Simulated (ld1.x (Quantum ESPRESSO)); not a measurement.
## Pseudopotential generation for palladium: TM, PBE, scalar-relativistic.

- Element: palladium
- Generator: ld1.x (Quantum ESPRESSO) 7.5
- Type: norm-conserving Troullier–Martins (Kleinman–Bylander form)
- Functional: PBE
- Relativity: scalar-relativistic
- Frozen core: [Ar] 3d10
- Valence charge: 18
- Reference configuration: 4s2 4p6 4d10 5s0 5p0
- Partial waves: 4s (bound): rc 1.65 bohr; 4p (bound): rc 1.30 bohr; 4f channel at -0.1 Ry: rc 1.50 bohr; 4d (bound): rc 1.55 bohr
- Local potential: the d channel
- Core correction: none

Question: Estimate the cutoffs (Ry, on a coarse ladder) from which the occupation-weighted sum of valence levels, in a spherical-Bessel basis at the reference potential, stays within 10 and 1 mRy of its value at 400 Ry.

Answer: 80 Ry and 140 Ry.

Question: What does a ghost test show?

Answer: No extra level below or beside the all-electron valence levels (s, p, f, d tested).

Question: Tests: 4s2 4p6 4d9 5s0 5p0; 4s2 4p6 4d8 5s0 5p0; 4s2 4p6 4d7 5s0 5p0; 4s2 4p6 4d9.5 5s0 5p0; 4s2 4p6 4d9 5s1 5p0; 4s1 4p6 4d10 5s0 5p0; 4s2 4p6 4d8 5s1 5p0. Which has the largest error in its energy relative to the reference configuration, and how large is it?

Answer: 4s2 4p6 4d8 5s1 5p0, with +1371 meV (all-electron minus pseudo) on +13.64 eV.
